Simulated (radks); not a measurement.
Results of a calculation; reference values are marked as such.
The iodine anion I-, [Xe], held by a Watson sphere: a shell of charge +1 at radius R that stands for the Madelung well of a crystal (potential energy -1/R inside, -1/r outside, in hartree with lengths in bohr). Level of theory: scalar-relativistic Kohn-Sham, r2SCAN, spin-polarised, spherical densities, finite nucleus; meta-GGA in the generalised Kohn-Sham scheme; Fermi nuclear charge, rms radius of each element as measured or else 0.836 A^(1/3) + 0.57 fm (a radial shooting solver on a logarithmic mesh with Libxc functionals).

| R (bohr) | e(4d) (eV) | e(5s) (eV) | e(5p) (eV) | <r> 5p (bohr) | sum of <r^2> (bohr^2) | X-ray form factor at sin(theta)/lambda = 0.1 1/angstrom |
|---|---|---|---|---|---|---|
| 2.43 | -50.815 | -18.460 | -8.014 | 2.459 | 68.24 | 49.750 |
| 2.71 | -50.523 | -18.063 | -7.756 | 2.494 | 69.60 | 49.692 |
| 3.39 | -49.929 | -17.189 | -7.043 | 2.563 | 72.42 | 49.583 |
| 4.95 | -48.609 | -15.609 | -5.510 | 2.645 | 76.17 | 49.468 |
| 5.32 | -48.328 | -15.310 | -5.209 | 2.654 | 76.65 | 49.457 |
| 5.43 | -48.248 | -15.226 | -5.125 | 2.657 | 76.77 | 49.455 |
| 5.85 | -47.959 | -14.925 | -4.821 | 2.664 | 77.15 | 49.447 |
